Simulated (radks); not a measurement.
Results of a calculation; reference values are marked as such.
Species: Ru+. Configuration: [Kr] 4d7 (the NIST ground configuration). Code: a radial shooting solver on a logarithmic mesh with Libxc functionals. Model: scalar-relativistic Kohn-Sham, SCAN, spin-polarised, spherical densities, finite nucleus; open shells are filled with parallel spins first (spin-orbit coupling, left out, can overturn this in heavy ions); meta-GGA in the generalised Kohn-Sham scheme; Fermi nuclear charge, rms radius 4.4809 fm.

Normalised radial functions P(r) = r R(r), r in bohr:

r	4p down	4d down
0.003882	0.0066	0.0000
0.004447	0.0084	0.0001
0.005095	0.0106	0.0001
0.005837	0.0135	0.0001
0.006688	0.0172	0.0002
0.007662	0.0218	0.0003
0.008778	0.0276	0.0004
0.01006	0.0348	0.0006
0.01152	0.0438	0.0009
0.0132	0.0548	0.0013
0.01512	0.0683	0.0018
0.01733	0.0845	0.0027
0.01985	0.1040	0.0039
0.02274	0.1268	0.0055
0.02606	0.1532	0.0079
0.02985	0.1830	0.0112
0.0342	0.2158	0.0158
0.03918	0.2506	0.0221
0.04489	0.2857	0.0306
0.05143	0.3186	0.0420
0.05892	0.3458	0.0569
0.06751	0.3630	0.0761
0.07734	0.3648	0.1004
0.08932	0.3441	0.1320
0.1023	0.2976	0.1676
0.1172	0.2213	0.2082
0.1343	0.1146	0.2523
0.1539	-0.0191	0.2974
0.1763	-0.1700	0.3397
0.202	-0.3217	0.3731
0.2314	-0.4537	0.3916
0.2651	-0.5426	0.3880
0.3038	-0.5655	0.3566
0.348	-0.5058	0.2924
0.3987	-0.3581	0.1937
0.4568	-0.1324	0.0634
0.5233	0.1493	-0.0929
0.5996	0.4487	-0.2630
0.6869	0.7238	-0.4326
0.787	0.9341	-0.5852
0.9017	1.0525	-0.7071
1.033	1.0663	-0.7837
1.184	0.9866	-0.8134
1.356	0.8397	-0.7981
1.553	0.6589	-0.7483
1.78	0.4783	-0.6749
2.039	0.3211	-0.5825
2.336	0.1968	-0.4853
2.676	0.1096	-0.3893
3.066	0.0550	-0.2993
3.513	0.0245	-0.2191
4.025	0.0096	-0.1515
4.611	0.0032	-0.0981
5.283	0.0009	-0.0588
6.053	0.0002	-0.0323

4p down: eigenvalue -53.747 eV, 2 radial nodes at r = 0.151, 0.488 bohr, <r> = 1.13 bohr, 90 % of the charge inside 1.67 bohr. 4d down: eigenvalue -11.029 eV, 1 radial node at r = 0.484 bohr, <r> = 1.67 bohr, 90 % of the charge inside 2.74 bohr.
